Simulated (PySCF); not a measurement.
# `[H]/N=C1\C[C@@H](C)[C@H]1O`: 4 charge schemes on one density

Species: C5H9NO.
Z-matrix (Å and degrees, GFN2-xTB geometry), rows numbered from 1:
```
C 
C   1  1.5186
C   2  1.5434  1  113.66
C   3  1.5137  2   87.66  1   -99.10
N   4  1.2494  3  137.55  2   150.57
C   4  1.5078  3   91.99  2   -16.36
O   6  1.3910  2  120.41  1   -23.75
H   1  1.0879  2  110.38  3   -75.93
H   1  1.0877  2  109.91  3   164.18
H   1  1.0888  2  110.83  3    44.30
H   2  1.0904  1  110.13  3   131.50
H   3  1.0892  2  116.66  1    18.59
H   3  1.0886  2  113.61  1   146.94
H   5  1.0185  4  115.72  3     9.81
H   6  1.0950  2  110.29  1  -148.93
H   7  0.9633  6  108.67  2    83.91
```

Density: PBE0/pcSseg-1 (PySCF); schemes: Mulliken, IAO, Hirshfeld and ESP-fitted. The structure is a single GFN2-xTB conformer in the gas phase; no vibrational or solvent corrections.

What partial charge does each atom carry?

In e:

| atom | environment | Mulliken | IAO | Hirshfeld | ESP-fitted |
| --- | --- | --- | --- | --- | --- |
| C1 | methyl carbon | -0.193 | -0.421 | -0.122 | -0.504 |
| C2 | four-membered-ring carbon | -0.373 | -0.126 | -0.030 | +0.418 |
| C3 | four-membered-ring carbon | -0.100 | -0.329 | -0.083 | -0.621 |
| C4 | imine carbon | -0.040 | +0.168 | +0.084 | +0.495 |
| N5 | imine nitrogen | -0.340 | -0.447 | -0.244 | -0.788 |
| C6 | carbinol carbon (C–OH) | +0.201 | +0.059 | +0.036 | +0.057 |
| O7 | alcohol oxygen | -0.422 | -0.529 | -0.215 | -0.582 |
| H8 | methyl hydrogen | +0.121 | +0.144 | +0.042 | +0.122 |
| H9 | methyl hydrogen | +0.131 | +0.152 | +0.041 | +0.117 |
| H10 | methyl hydrogen | +0.095 | +0.130 | +0.035 | +0.133 |
| H11 | methine hydrogen | +0.116 | +0.133 | +0.038 | -0.040 |
| H12 | methylene hydrogen | +0.130 | +0.147 | +0.046 | +0.177 |
| H13 | methylene hydrogen | +0.143 | +0.157 | +0.050 | +0.150 |
| H14 | N–H hydrogen | +0.164 | +0.251 | +0.112 | +0.387 |
| H15 | methine hydrogen | +0.135 | +0.155 | +0.050 | +0.078 |
| H16 | hydroxyl hydrogen | +0.232 | +0.356 | +0.160 | +0.401 |

Mean size of the charges over all atoms: ESP-fitted 0.317 e, IAO 0.232 e, Mulliken 0.183 e, Hirshfeld 0.087 e. Each set sums to the total charge, 0, to within 0.001 e. The Hirshfeld scheme divides the density at each point in proportion to the densities of the neutral, spherically averaged free atoms. The ESP scheme fits charges at the nuclei, held to the total charge, to the electrostatic potential on points at 1.4 to 2.0 times the van der Waals radii.

Lowest charge. The schemes don't all agree: Mulliken O7 (-0.422); IAO O7 (-0.529); Hirshfeld N5 (-0.244); ESP-fitted N5 (-0.788).

Highest charge. The schemes don't all agree: Mulliken H16 (+0.232); IAO H16 (+0.356); Hirshfeld H16 (+0.160); ESP-fitted C4 (+0.495).

How many electrons does the IAO scheme count on C6?

Z − q = 6 − (+0.059) = 5.941.

Sum the charges by element, for elements with more than one atom.

```tsv
element	atoms	Mulliken	IAO	Hirshfeld	ESP-fitted
C	5	-0.506	-0.649	-0.115	-0.154
H	9	+1.267	+1.626	+0.574	+1.524
```

How closely do the schemes follow one another over all atoms?

Correlation coefficient and root-mean-square difference: IAO with Hirshfeld 0.97, 0.166 e; Hirshfeld with ESP-fitted 0.89, 0.299 e; Mulliken with IAO 0.88, 0.132 e; IAO with ESP-fitted 0.87, 0.205 e; Mulliken with Hirshfeld 0.86, 0.130 e; Mulliken with ESP-fitted 0.57, 0.320 e.
